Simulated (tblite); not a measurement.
Record of a relaxation.

C5H11ClGe2.
SMILES with atom numbers: `[CH2:1]=[CH:2][CH2:3][C:4](=[CH2:5])[Ge@@H:6]([Cl:7])[GeH3:8]` (hydrogens: H9, H10 on C1; H11 on C2; H12, H13 on C3; H14, H15 on C5; H16 on Ge6; H17, H18, H19 on Ge8)

Computed with GFN2-xTB (tblite), gas phase: L-BFGS steps from a force-field or distance-geometry start until the largest atomic force falls under 0.01 eV/Å. 6 of its 290 geometries are shown.

Step 0: E = -671.9416 eV, largest atomic force 1.888 eV/Å
```
atom  x, y, z in Å  |  force x, y, z in eV/Å
C1      1.436    0.627    1.876    0.089  -0.457  -0.018
C2      1.837   -0.478    1.254    0.094   0.393   0.874
C3      1.709   -0.668   -0.218    0.119  -0.192  -0.554
C4      0.251   -0.806   -0.618    0.208  -1.794   0.552
C5     -0.429   -1.931   -0.309    0.546   1.099  -0.368
Ge6    -0.646    0.627   -1.529   -0.592   0.668  -0.462
Cl7    -1.420   -0.080   -3.420    0.299   0.204   0.396
Ge8    -2.433    1.420   -0.155   -0.293  -0.014  -0.080
H9      0.972    1.435    1.317    0.113  -0.077   0.212
H10     1.543    0.735    2.955   -0.109   0.084  -0.458
H11     2.302   -1.273    1.849   -0.222   0.216  -0.357
H12     2.258   -1.572   -0.539   -0.162   0.350   0.112
H13     2.147    0.208   -0.732   -0.164  -0.296   0.091
H14     0.057   -2.752    0.202   -0.250   0.052  -0.045
H15    -1.476   -2.020   -0.590    0.296  -0.129   0.141
H16     0.352    1.790   -1.765    0.034  -0.237  -0.192
H17    -3.164    2.582   -0.878    0.103  -0.431   0.519
H18    -1.872    1.907    1.195   -0.397  -0.108  -0.397
H19    -3.434    0.257    0.098    0.286   0.669   0.034
```

Step 58: E = -672.2047 eV, largest atomic force 0.060 eV/Å
```
atom  x, y, z in Å  |  force x, y, z in eV/Å
C1      1.445    0.779    1.722    0.010   0.027   0.022
C2      1.748   -0.419    1.257   -0.024   0.019   0.015
C3      1.755   -0.762   -0.204    0.007   0.022   0.024
C4      0.328   -0.987   -0.627    0.016  -0.021   0.010
C5     -0.277   -2.155   -0.484    0.024  -0.027  -0.033
Ge6    -0.660    0.595   -1.313   -0.043   0.005   0.042
Cl7    -1.390    0.097   -3.238    0.007  -0.015  -0.027
Ge8    -2.511    1.493   -0.044    0.033   0.000  -0.041
H9      1.247    1.612    1.064   -0.001  -0.030  -0.014
H10     1.398    0.987    2.777    0.019   0.003   0.016
H11     1.948   -1.238    1.936   -0.040   0.022  -0.004
H12     2.357   -1.655   -0.380   -0.038   0.008  -0.021
H13     2.170    0.070   -0.780    0.024  -0.004  -0.005
H14     0.239   -3.023   -0.101   -0.037  -0.028  -0.017
H15    -1.311   -2.293   -0.764    0.016   0.003   0.022
H16     0.406    1.679   -1.567   -0.018   0.018  -0.029
H17    -3.163    2.615   -0.801   -0.025  -0.001   0.024
H18    -2.115    2.081    1.275    0.023   0.005   0.039
H19    -3.624    0.533    0.265    0.047  -0.005  -0.023
```

Step 116: E = -672.2809 eV, largest atomic force 0.024 eV/Å
```
atom  x, y, z in Å  |  force x, y, z in eV/Å
C1      1.489    1.146    1.561    0.002   0.009  -0.002
C2      1.188   -0.112    1.295    0.012  -0.016   0.013
C3      1.577   -0.832    0.041    0.003  -0.002   0.002
C4      0.338   -1.104   -0.765    0.007  -0.001  -0.006
C5     -0.113   -2.325   -1.000   -0.007  -0.012   0.003
Ge6    -0.663    0.510   -1.347    0.002  -0.003   0.003
Cl7    -1.679    0.046   -3.144   -0.005  -0.010   0.000
Ge8    -2.230    1.379    0.262   -0.006   0.008  -0.008
H9      2.086    1.742    0.888   -0.014  -0.015   0.001
H10     1.176    1.626    2.474    0.012  -0.005  -0.013
H11     0.602   -0.698    1.994   -0.011   0.013  -0.010
H12     2.076   -1.773    0.286   -0.001   0.002   0.001
H13     2.259   -0.210   -0.545   -0.006   0.015  -0.001
H14     0.406   -3.210   -0.659   -0.001   0.000   0.003
H15    -1.019   -2.493   -1.561    0.008   0.014  -0.013
H16     0.371    1.571   -1.755    0.009  -0.001   0.010
H17    -3.045    2.533   -0.246    0.000  -0.001   0.001
H18    -1.588    1.856    1.526   -0.006   0.012   0.009
H19    -3.242    0.356    0.687    0.001  -0.007   0.005
```

Step 173: E = -672.2867 eV, largest atomic force 0.043 eV/Å
```
atom  x, y, z in Å  |  force x, y, z in eV/Å
C1      1.574    1.171    1.537    0.001   0.020  -0.026
C2      1.073   -0.023    1.277   -0.006  -0.007   0.006
C3      1.502   -0.878    0.126    0.003   0.002   0.007
C4      0.334   -1.115   -0.789   -0.010   0.010   0.001
C5     -0.055   -2.325   -1.157    0.014  -0.011  -0.011
Ge6    -0.673    0.511   -1.321   -0.009   0.003  -0.021
Cl7    -1.712    0.077   -3.115    0.002   0.002   0.007
Ge8    -2.219    1.344    0.329   -0.004   0.015   0.022
H9      2.365    1.593    0.934   -0.031  -0.009   0.027
H10     1.236    1.769    2.367    0.002  -0.015   0.015
H11     0.290   -0.447    1.899    0.026   0.033  -0.009
H12     1.891   -1.834    0.487   -0.004  -0.005   0.005
H13     2.294   -0.366   -0.427   -0.002   0.003  -0.022
H14     0.466   -3.218   -0.843   -0.011  -0.021   0.002
H15    -0.902   -2.469   -1.810   -0.001   0.003   0.000
H16     0.342    1.595   -1.719    0.016  -0.010   0.012
H17    -3.258    2.275   -0.231    0.001  -0.035   0.010
H18    -1.562    2.103    1.443   -0.004  -0.009  -0.008
H19    -2.996    0.246    1.004    0.018   0.030  -0.020
```

Step 231: E = -672.3016 eV, largest atomic force 0.027 eV/Å
```
atom  x, y, z in Å  |  force x, y, z in eV/Å
C1      1.308    1.115    1.549   -0.002  -0.027   0.002
C2      1.068   -0.165    1.316   -0.001   0.014  -0.004
C3      1.524   -0.900    0.094    0.005   0.000   0.004
C4      0.339   -1.104   -0.810    0.014   0.012   0.008
C5     -0.129   -2.300   -1.127    0.006   0.010   0.002
Ge6    -0.574    0.568   -1.369    0.013  -0.007   0.002
Cl7    -1.584    0.196   -3.189   -0.019  -0.003  -0.008
Ge8    -2.072    1.417    0.314   -0.014   0.010   0.002
H9      1.912    1.710    0.880   -0.007  -0.021   0.007
H10     0.945    1.610    2.434    0.000   0.001   0.009
H11     0.474   -0.748    2.010    0.004   0.005  -0.001
H12     1.959   -1.865    0.368    0.000   0.014  -0.005
H13     2.277   -0.304   -0.432   -0.016  -0.005  -0.002
H14     0.334   -3.215   -0.783   -0.002   0.002  -0.006
H15    -0.993   -2.413   -1.764    0.013   0.002   0.001
H16     0.515    1.593   -1.734   -0.011  -0.013   0.001
H17    -3.420    1.842   -0.199    0.017  -0.007   0.009
H18    -1.533    2.594    1.071   -0.001  -0.003  -0.015
H19    -2.361    0.379    1.361    0.001   0.019  -0.005
```

Step 289: E = -672.3127 eV, largest atomic force 0.007 eV/Å
```
atom  x, y, z in Å  |  force x, y, z in eV/Å
C1      1.138    1.012    1.682   -0.003  -0.002   0.000
C2      1.032   -0.264    1.351    0.001   0.001  -0.002
C3      1.536   -0.843    0.065   -0.002   0.001   0.001
C4      0.359   -1.114   -0.832    0.000   0.005  -0.001
C5     -0.034   -2.336   -1.151    0.000  -0.001  -0.001
Ge6    -0.632    0.505   -1.414    0.001  -0.001   0.001
Cl7    -1.819   -0.009   -3.086    0.002   0.000   0.001
Ge8    -1.962    1.567    0.291   -0.006  -0.002   0.004
H9      1.655    1.718    1.050    0.004   0.000   0.001
H10     0.752    1.394    2.614   -0.001  -0.001  -0.003
H11     0.525   -0.962    2.006    0.004  -0.002  -0.001
H12     2.083   -1.770    0.255    0.000   0.004   0.002
H13     2.202   -0.127   -0.424   -0.003  -0.002   0.003
H14     0.488   -3.220   -0.814    0.000   0.000   0.000
H15    -0.893   -2.501   -1.782   -0.001   0.001   0.001
H16     0.419    1.486   -1.966    0.001  -0.001  -0.003
H17    -3.318    2.008   -0.183    0.002  -0.002   0.001
H18    -1.316    2.791    0.866    0.004   0.003  -0.002
H19    -2.225    0.671    1.465   -0.002  -0.001  -0.002
```

Q: Summarise the path.

A: The energy falls by 35.80 kJ/mol from step 0 to step 289; nine tenths of that is first reached at step 106. It falls at every step. The largest force goes from 1.888 to 0.007 eV/Å. Among the bonds C4–Ge6 changes most, from 1.921 to 1.986 Å; the atoms move by 0.976 Å rms after alignment.

What follows is the cost of the whole relaxation. The run took 5.3 s of wall time on an Arm Neoverse N1 with one thread, no GPU, on a shared host.
